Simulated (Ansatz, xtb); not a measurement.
# Ga2H6O2: which of two structures lies lower

Structure a is a singlet given by its coordinates and structure b is a singlet given by its coordinates. Both are isolated molecules in the gas phase, relaxed with PBE0-D4/def2-SVP.

a (Å):

```tsv
atom	x (Å)	y (Å)	z (Å)
Ga	0.8703	-0.9304	0.3517
Ga	-1.1639	-2.6118	-0.4895
O	0.5721	0.8264	0.2916
O	0.3758	-1.7389	-1.3578
H	-0.1878	1.0938	-0.2345
H	2.1462	-1.5328	0.9941
H	1.0232	-2.2767	-1.8258
H	-0.8538	-4.1313	-0.3037
H	-2.4699	-1.9054	-0.9633
H	-0.5889	-1.7581	0.9286
```

Close contacts (Å): Ga1–Ga2 2.77, Ga1–O3 1.78, Ga1–O4 1.95, Ga2–O4 1.97, Ga1–H6 1.55, Ga1–H10 1.77, Ga2–H8 1.56, Ga2–H9 1.56, Ga2–H10 1.75, O3–H5 0.96, O4–H7 0.96.

b (Å):

```xyz
10

Ga    0.7572    0.9469    0.7887
Ga   -1.0207    1.6561   -2.0174
O     0.5325    2.8405    1.7370
O    -0.3483    1.8539   -0.3874
H    -0.0498    2.8276    2.5068
H    -0.0471    3.0168    0.9514
H     2.2615    0.8669    0.3632
H    -0.0061   -0.0162    1.7701
H    -1.8812    2.8579   -2.5350
H    -0.7155    0.3213   -2.7834
```

Close contacts (Å): Ga1–O3 2.13, Ga1–O4 1.85, Ga2–O4 1.77, Ga1–H7 1.57, Ga1–H8 1.57, Ga2–H9 1.57, Ga2–H10 1.57, O3–H5 0.97, O3–H6 0.99.

Which of the two would you expect CCSD(T)/def2-SVP + ΔMP2/def2-TZVPP electronic energies to favour?

Structure a; the calculation gives E(b) − E(a) = +13.2 kcal/mol.

The same difference at several levels:

```tsv
level	geometry	E(b) − E(a) (kcal/mol)	departure from the last row (kcal/mol)	job, with rough time for the two
PBE0-D4/def2-SVP	PBE0-D4/def2-SVP	+10.6	−2.6	optimisation, 1.9 min
HF/def2-SVP	PBE0-D4/def2-SVP	+9.4	−3.8	part of the CCSD(T) run
MP2/def2-SVP	PBE0-D4/def2-SVP	+8.4	−4.8	part of the CCSD(T) run
CCSD(T)/def2-SVP	PBE0-D4/def2-SVP	+9.1	−4.1	single point
CCSD(T)/def2-SVP + ΔMP2/def2-TZVPP	PBE0-D4/def2-SVP	+13.2		single point, 64 s
```

The levels shown agree on the order. The largest departure from CCSD(T)/def2-SVP + ΔMP2/def2-TZVPP is that of MP2/def2-SVP, 4.8 kcal/mol. Levels run at GFN2-xTB geometries aren't shown. The last row adds to CCSD(T) the change of the MP2 difference between the two basis sets, here +4.1 kcal/mol, a large step that makes the value less sure.

With thermal terms from frequencies at re-optimised GFN2-xTB minima (ideal gas, soft modes damped towards free rotors, one conformer each, 298.15 K, 1 atm): on the last row, ΔE + ΔZPE = +13.2, ΔH = +13.8, ΔG = +12.1 kcal/mol.

The correlated steps freeze 20 core orbitals; the filled d shell of Ga is correlated, in a basis made for valence electrons. Programs: Ansatz 0.2.0, xtb 6.7.1; the last row on 2 threads of Arm Neoverse V1 on a shared host.
